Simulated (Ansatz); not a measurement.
Energy difference R1 → P1 + P2, each structure at its B3LYP-D3(BJ)/def2-TZVP stationary point, reached from a drawn start (curvature not checked).
R1: CH4O (SMILES CO), charge 0, multiplicity 1.
P1, CH3O (SMILES C[O]) (charge 0, multiplicity 2):
```csv
atom,x (Å),y (Å),z (Å)
C,-0.0398,0.0137,-0.0357
O,1.3000,-0.2243,-0.1033
H,-0.3092,-0.1290,1.0298
H,-0.3110,1.0491,-0.2857
H,-0.6402,-0.7096,-0.6052
```
P2: H atom, charge 0, multiplicity 2.

P less R. No zero-point or thermal terms; singlets are restricted closed shells; open shells are unrestricted.

Correlated levels freeze the cores.

Run with Ansatz (Gaussian basis) for Hartree–Fock, density functionals and correlated methods. All values are computed, each at the level named.

Total energies in hartree:

```json
[
 {"structure": "R1", "PBE/def2-TZVPP": "-115.632093", "B3LYP/def2-TZVPP": "-115.778599", "CCSD(T)/cc-pVTZ": "-115.550727"},
 {"structure": "P1", "PBE/def2-TZVPP": "-114.962577", "B3LYP/def2-TZVPP": "-115.105150", "CCSD(T)/cc-pVTZ": "-114.874694"},
 {"structure": "P2", "PBE/def2-TZVPP": "-0.499616", "B3LYP/def2-TZVPP": "-0.502154", "CCSD(T)/cc-pVTZ": "-0.499810"}
]
```

Question: Work out the reaction energy at each level in kcal/mol (1 hartree = 627.50947 kcal/mol), and say how far PBE/def2-TZVPP lies from CCSD(T)/cc-pVTZ.

Answer: 
- PBE/def2-TZVPP: (-114.962577) + (-0.499616) − (-115.632093) = 0.169900 hartree = 106.61 kcal/mol
- B3LYP/def2-TZVPP: (-115.105150) + (-0.502154) − (-115.778599) = 0.171295 hartree = 107.49 kcal/mol
- CCSD(T)/cc-pVTZ: (-114.874694) + (-0.499810) − (-115.550727) = 0.176223 hartree = 110.58 kcal/mol
PBE/def2-TZVPP less CCSD(T)/cc-pVTZ: -3.97 kcal/mol. CCSD(T)/cc-pVTZ is the level counted from, the highest shown, and no exact or measured value.

Ansatz is a quantum-chemistry and plane-wave program.
